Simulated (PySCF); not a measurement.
PySCF input for C2H10O2Si2, SMILES O[SiH2]CC[SiH2]O, TDA-PBE0/def2-SVPD. Geometry: PBE0-D3(BJ)/def2-SVP. The structure was generated by enumeration, and PubChem lists no compound with its InChIKey, so it may never have been made. Other conformers were not sampled.

```python
import numpy as np
from pyscf import gto, scf, dft, tdscf

mol = gto.M(
    atom='''
    O    -3.38457093   -0.42541829   -0.08262731
    Si   -1.79725112   -0.33649947    0.42715002
    C    -0.75828684    0.71390463   -0.74073265
    C     0.64298809    1.07694969   -0.23128843
    Si    1.83555185   -0.36464113   -0.00479778
    O     3.38468975    0.17654369    0.30291507
    H    -3.56608408   -0.98950388   -0.83890099
    H    -1.83440495    0.29516807    1.77643651
    H    -1.20189308   -1.70889662    0.53437483
    H    -1.34675804    1.62667408   -0.94271346
    H    -0.69155168    0.18387087   -1.70855220
    H     1.13036127    1.78278758   -0.92922042
    H     0.58275417    1.61460081    0.73179369
    H     1.47349555   -1.19535815    1.17640184
    H     1.78928089   -1.21356785   -1.24217053
    H     3.81943180    0.66606457   -0.40055603
    ''',
    basis='def2-SVPD',
    charge=0,
    spin=0,
    max_memory=1600,
    verbose=4,
)
mf = dft.RKS(mol, xc='pbe0').density_fit(auxbasis='def2-universal-jkfit')
mf.grids.level = 3
mf.conv_tol = 1e-9
mf.max_cycle = 100
mf.kernel()
mf.grids = dft.Grids(mol).set(level=1).build(with_non0tab=True)  # coarser grid for the response kernel
td = tdscf.TDA(mf)
td.singlet = True
td.nstates = 6
td.conv_tol = 1e-4
td.positive_eig_threshold = 1e-6
td.kernel(x0=td.get_init_guess(mf, 11))
td.analyze()
tt = tdscf.TDA(mf)
tt.singlet = False
tt.nstates = 2
tt.conv_tol = 1e-4
tt.positive_eig_threshold = 1e-6
tt.kernel(x0=tt.get_init_guess(mf, 7))
tt.analyze(verbose=3)
```

Log of the run:

```
PySCF version 2.14.0

[INPUT] verbose = 4
[INPUT] num. atoms = 16
[INPUT] num. electrons = 66
[INPUT] charge = 0
[INPUT] spin (= nelec alpha-beta = 2S) = 0
[INPUT] symmetry False subgroup None
[INPUT] Mole.unit = angstrom
[INPUT] Symbol           X                Y                Z      unit          X                Y                Z       unit  Magmom
[INPUT]  1 O     -3.384570930000  -0.425418290000  -0.082627310000 AA   -6.395912106864  -0.803924056481  -0.156142986310 Bohr   0.0
[INPUT]  2 Si    -1.797251120000  -0.336499470000   0.427150020000 AA   -3.396312393868  -0.635891839361   0.807196551902 Bohr   0.0
[INPUT]  3 C     -0.758286840000   0.713904630000  -0.740732650000 AA   -1.432954451462   1.349084229759  -1.399781840023 Bohr   0.0
[INPUT]  4 C      0.642988090000   1.076949690000  -0.231288430000 AA    1.215071391457   2.035139964035  -0.437071788481 Bohr   0.0
[INPUT]  5 Si     1.835551850000  -0.364641130000  -0.004797780000 AA    3.468690283939  -0.689071869452  -0.009066490206 Bohr   0.0
[INPUT]  6 O      3.384689750000   0.176543690000   0.302915070000 AA    6.396136644123   0.333619223120   0.572426521303 Bohr   0.0
[INPUT]  7 H     -3.566084080000  -0.989503880000  -0.838900990000 AA   -6.738922248372  -1.869891332394  -1.585293116726 Bohr   0.0
[INPUT]  8 H     -1.834404950000   0.295168070000   1.776436510000 AA   -3.466522957046   0.557786813016   3.356978481578 Bohr   0.0
[INPUT]  9 H     -1.201893080000  -1.708896620000   0.534374830000 AA   -2.271248752210  -3.229346586995   1.009822076561 Bohr   0.0
[INPUT] 10 H     -1.346758040000   1.626674080000  -0.942713460000 AA   -2.545003851656   3.073968505129  -1.781470253341 Bohr   0.0
[INPUT] 11 H     -0.691551680000   0.183870870000  -1.708552200000 AA   -1.306843276183   0.347465586586  -3.228695727523 Bohr   0.0
[INPUT] 12 H      1.130361270000   1.782787580000  -0.929220420000 AA    2.136073222116   3.368980264476  -1.755972103153 Bohr   0.0
[INPUT] 13 H      0.582754170000   1.614600810000   0.731793690000 AA    1.101245779248   3.051153331401   1.382889653785 Bohr   0.0
[INPUT] 14 H      1.473495550000  -1.195358150000   1.176401840000 AA    2.784503035265  -2.258899524267   2.223077290034 Bohr   0.0
[INPUT] 15 H      1.789280890000  -1.213567850000  -1.242170530000 AA    3.381250842018  -2.293310870077  -2.347362101706 Bohr   0.0
[INPUT] 16 H      3.819431800000   0.666064570000  -0.400556030000 AA    7.217680053455   1.258679618576  -0.756941194243 Bohr   0.0

nuclear repulsion = 368.914006097624
number of shells = 94
number of NR pGTOs = 310
number of NR cGTOs = 214
basis = def2-SVPD
ecp = {}


******** <class 'pyscf.df.df_jk.DFRKS'> ********
method = DFRKS
initial guess = minao
damping factor = 0
level_shift factor = 0
DIIS = <class 'pyscf.scf.diis.CDIIS'>
diis_start_cycle = 1
diis_space = 8
diis_damp = 0
SCF conv_tol = 1e-09
SCF conv_tol_grad = None
SCF max_cycles = 100
direct_scf = False
XC library pyscf.dft.libxc version 7.1.2
    S. Lehtola, C. Steigemann, M. J. T. Oliveira, and M. A. L. Marques,  SoftwareX 7, 1–5 (2018)
XC functionals = pbe0
    C. Adamo and V. Barone,  J. Chem. Phys. 110, 6158 (1999)
    M. Ernzerhof and G. E. Scuseria,  J. Chem. Phys. 110, 5029 (1999)
radial grids:
    Treutler-Ahlrichs [JCP 102, 346 (1995); DOI:10.1063/1.469408] (M4) radial grids

becke partition: Becke, JCP 88, 2547 (1988); DOI:10.1063/1.454033
pruning grids: <function nwchem_prune>
grids dens level: 3
symmetrized grids: False
atomic radii adjust function: <function treutler_atomic_radii_adjust>
small_rho_cutoff = 0
Set gradient conv threshold to 3.16228e-05
Initial guess from minao.
tot grids = 192840
******** <class 'pyscf.df.df.DF'> ********
auxbasis = def2-universal-jkfit
init E= -811.061304264192
  HOMO = -0.325978634984192  LUMO = -0.0496513832952918  gap/eV = 7.51925
cycle= 1 E= -810.732752772476  delta_E= 0.329  |g|= 0.942  |ddm|= 4.76
  HOMO = -0.188740297001639  LUMO = 0.0096611515182401  gap/eV = 5.39878
cycle= 2 E= -810.446065069813  delta_E= 0.287  |g|= 1.53  |ddm|= 2.35
  HOMO = -0.286659620990209  LUMO = -0.00400579242417519  gap/eV = 7.69140
cycle= 3 E= -810.90385951296  delta_E= -0.458  |g|= 0.117  |ddm|= 1.41
  HOMO = -0.299544984285495  LUMO = -0.00330253741486122  gap/eV = 8.06117
cycle= 4 E= -810.906371028105  delta_E= -0.00251  |g|= 0.0583  |ddm|= 0.197
  HOMO = -0.294100542607693  LUMO = -0.0021583753737689  gap/eV = 7.94415
cycle= 5 E= -810.907277121813  delta_E= -0.000906  |g|= 0.00597  |ddm|= 0.0816
  HOMO = -0.294439469033329  LUMO = -0.00232025706337763  gap/eV = 7.94897
cycle= 6 E= -810.907286894989  delta_E= -9.77e-06  |g|= 0.000811  |ddm|= 0.0122
  HOMO = -0.294419162827292  LUMO = -0.00232315310355816  gap/eV = 7.94834
cycle= 7 E= -810.907287075475  delta_E= -1.8e-07  |g|= 0.000254  |ddm|= 0.00228
  HOMO = -0.2944077491393  LUMO = -0.00231572854457688  gap/eV = 7.94823
cycle= 8 E= -810.907287094873  delta_E= -1.94e-08  |g|= 5.48e-05  |ddm|= 0.000631
  HOMO = -0.294414713795952  LUMO = -0.00231843267309893  gap/eV = 7.94834
cycle= 9 E= -810.907287095649  delta_E= -7.76e-10  |g|= 1.91e-05  |ddm|= 0.000119
  HOMO = -0.29441390543749  LUMO = -0.00231797238535392  gap/eV = 7.94834
Extra cycle  E= -810.907287095565  delta_E= 8.41e-11  |g|= 2.85e-05  |ddm|= 4.73e-05
converged SCF energy = -810.907287095565
tot grids = 58264
Overwritten attributes  positive_eig_threshold  of <class 'pyscf.tdscf.rks.TDA'>


******** <class 'pyscf.tdscf.rks.TDA'> for <class 'pyscf.df.df_jk.DFRKS'> ********
nstates = 6 singlet
deg_eia_thresh = 1.000e-03
wfnsym = None
conv_tol = 0.0001
eigh lindep = 1e-12
eigh level_shift = 0
eigh max_cycle = 100


Excitation energies (eV)
[6.75756583 6.82242058 7.27303096 7.32857313 7.41592912 7.68104964]

** Singlet excitation energies and oscillator strengths **
Excited State   1:      6.75757 eV    183.47 nm  f=0.0060
      32 -> 34        0.17688
      32 -> 35        0.16432
      33 -> 34       -0.55687
      33 -> 35       -0.33802
Excited State   2:      6.82242 eV    181.73 nm  f=0.0073
      32 -> 34        0.21657
      32 -> 35       -0.23150
      33 -> 34        0.32760
      33 -> 35       -0.52455
Excited State   3:      7.27303 eV    170.47 nm  f=0.0157
      32 -> 34       -0.39490
      32 -> 35        0.10618
      33 -> 35       -0.12478
      33 -> 36       -0.54637
Excited State   4:      7.32857 eV    169.18 nm  f=0.0023
      31 -> 34       -0.12503
      32 -> 35       -0.53987
      33 -> 34       -0.22313
      33 -> 35        0.17664
      33 -> 36       -0.24503
Excited State   5:      7.41593 eV    167.19 nm  f=0.0020
      31 -> 35       -0.10701
      32 -> 34       -0.46628
      32 -> 35       -0.24142
      33 -> 34       -0.12610
      33 -> 35       -0.21629
      33 -> 36        0.35135
Excited State   6:      7.68105 eV    161.42 nm  f=0.0077
      30 -> 34       -0.35732
      30 -> 35       -0.24561
      31 -> 34        0.42417
      31 -> 35        0.32630

** Transition electric dipole moments (AU) **
state          X           Y           Z        Dip. S.      Osc.
  1        -0.0567      0.1287     -0.1283      0.0362      0.0060
  2        -0.1102     -0.1714      0.0443      0.0435      0.0073
  3        -0.2588      0.0739      0.1258      0.0883      0.0157
  4         0.0949      0.0419      0.0446      0.0127      0.0023
  5        -0.0957      0.0044     -0.0452      0.0112      0.0020
  6         0.1392      0.1341      0.0597      0.0409      0.0077

** Transition velocity dipole moments (imaginary part, AU) **
state          X           Y           Z        Dip. S.      Osc.
  1        -0.0150      0.0372     -0.0338      0.0028      0.0074
  2        -0.0208     -0.0468      0.0087      0.0027      0.0072
  3        -0.0733      0.0117      0.0345      0.0067      0.0167
  4         0.0220      0.0027      0.0027      0.0005      0.0012
  5        -0.0283      0.0067      0.0081      0.0009      0.0022
  6         0.0380      0.0269      0.0061      0.0022      0.0052

** Transition magnetic dipole moments (imaginary part, AU) **
state          X           Y           Z
  1        -0.3122      0.6408      0.5298
  2         0.0779     -0.0759      1.0036
  3        -0.0307     -0.0634     -0.6212
  4         0.4454     -0.6832      0.2151
  5        -0.4457     -0.2437     -0.2686
  6         0.4742      0.5137     -0.8757


******** <class 'pyscf.tdscf.rks.TDA'> for <class 'pyscf.df.df_jk.DFRKS'> ********
nstates = 2 triplet
deg_eia_thresh = 1.000e-03
wfnsym = None
conv_tol = 0.0001
eigh lindep = 1e-12
eigh level_shift = 0
eigh max_cycle = 100


Excitation energies (eV)
[6.47538244 6.54674102]

** Triplet excitation energies and oscillator strengths **
Excited State   1:      6.47538 eV    191.47 nm  f=0.0000
Excited State   2:      6.54674 eV    189.38 nm  f=0.0000
```

The run converged.
